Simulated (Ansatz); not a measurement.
Consider the isomerisation: `O[SiH]1OC[SiH2]1` → `C1O[SiH2]O[SiH2]1`.

Program: Ansatz. Geometries: PBE0-D4/def2-TZVP. ΔE: electronic, gas phase. CCSD(T)/CBS adds triple-zeta CCSD(T) − MP2 to the extrapolated MP2 energy (def2 sets, frozen cores). DFT in def2-TZVPP. B3LYP here is the variant with VWN-RPA as its local correlation; programs differ in this. HSE06 is defined as in plane-wave codes. Each species was taken in one conformer, which may not be the lowest.

`O[SiH]1OC[SiH2]1`:

Cartesian coordinates in Å:
```
O 2.064 -0.251 -1.138
Si 0.511 -0.665 -0.807
O -0.604 0.544 -1.071
C -1.052 1.003 0.227
Si -0.202 -0.293 1.369
H 2.421 -0.494 -1.994
H 0.172 -1.851 -1.641
H -0.719 2.032 0.390
H -2.144 0.987 0.255
H -1.150 -1.257 1.990
H 0.702 0.246 2.420
```

`C1O[SiH2]O[SiH2]1`:

Cartesian coordinates in Å:
```
C 1.024 -0.617 -0.470
O 0.334 0.307 -1.319
Si -0.970 1.098 -0.692
O -1.069 0.489 0.838
Si 0.099 -0.625 1.202
H 2.066 -0.297 -0.370
H 1.030 -1.601 -0.950
H -0.738 2.561 -0.659
H -2.196 0.787 -1.463
H -0.510 -1.937 1.539
H 0.930 -0.166 2.344
```

| level | ΔE (kJ/mol) | difference from CCSD(T)/CBS |
| --- | --- | --- |
| LDA (SPW92) | -137.3 | 26.4 |
| revPBE-D4 | -135.7 | 28.0 |
| BLYP-D4 | -152.2 | 11.5 |
| r2SCAN-D4 | -157.1 | 6.6 |
| B97M-V | -155.1 | 8.6 |
| PBE0-D4 | -146.4 | 17.3 |
| B3LYP-D4 | -161.6 | 2.1 |
| r2SCANh-D4 | -159.6 | 4.1 |
| r2SCAN0-D4 | -163.2 | 0.5 |
| HSE06-D4 | -146.2 | 17.5 |
| BHLYP-D4 | -177.6 | -13.9 |
| CAM-B3LYP-D4 | -168.9 | -5.2 |
| ωB97X-V | -161.1 | 2.6 |
| ωB97M-V | -163.4 | 0.3 |
| B2PLYP | -165.0 | -1.3 |
| PBE | -131.5 | 32.2 |
| revPBE | -129.0 | 34.7 |
| BLYP | -148.4 | 15.3 |
| r2SCAN | -156.9 | 6.8 |
| PBE0 | -145.3 | 18.4 |
| B3LYP | -159.2 | 4.5 |
| r2SCANh | -159.3 | 4.4 |
| r2SCAN0 | -162.9 | 0.8 |
| HSE06 | -145.2 | 18.5 |
| BHLYP | -176.2 | -12.5 |
| LC-ωPBE | -155.6 | 8.1 |
| RPA@PBE/def2-TZVPP | -162.7 | 1.0 |
| HF/def2-SVP | -184.8 | -21.1 |
| CCSD/def2-SVP | -162.6 | 1.1 |
| CCSD(T)/def2-SVP | -159.1 | 4.6 |
| HF/def2-TZVPP | -194.4 | -30.7 |
| MP2/def2-TZVPP | -169.2 | -5.5 |
| SCS-MP2/def2-TZVPP | -173.8 | -10.1 |
| CCSD/def2-TZVPP | -168.0 | -4.3 |
| CCSD(T)/def2-TZVPP | -163.1 | 0.6 |
| HF/def2-QZVPP | -196.9 | -33.2 |
| MP2/def2-QZVPP | -170.4 | -6.7 |
| SCS-MP2/def2-QZVPP | -174.8 | -11.1 |
| HF/CBS(def2) | -197.2 | -33.5 |
| CCSD/CBS(def2) | -168.6 | -4.9 |
| CCSD(T)/CBS | -163.7 | 0 |

Largest T1 diagnostic among the species: 0.014.

From BLYP to BHLYP (50 % exact exchange), in def2-TZVPP and without D4, ΔE moves by −27.7 kJ/mol. In def2-TZVPP, CCSD(T) changes the Hartree–Fock value by +31.2 kJ/mol (the triples alone add +4.9 kJ/mol) and MP2 by +25.2 kJ/mol.

CCSD(T)/CBS has its own doubt, a few kJ/mol and more with outer-core shells, so smaller differences from it don't rank the levels.
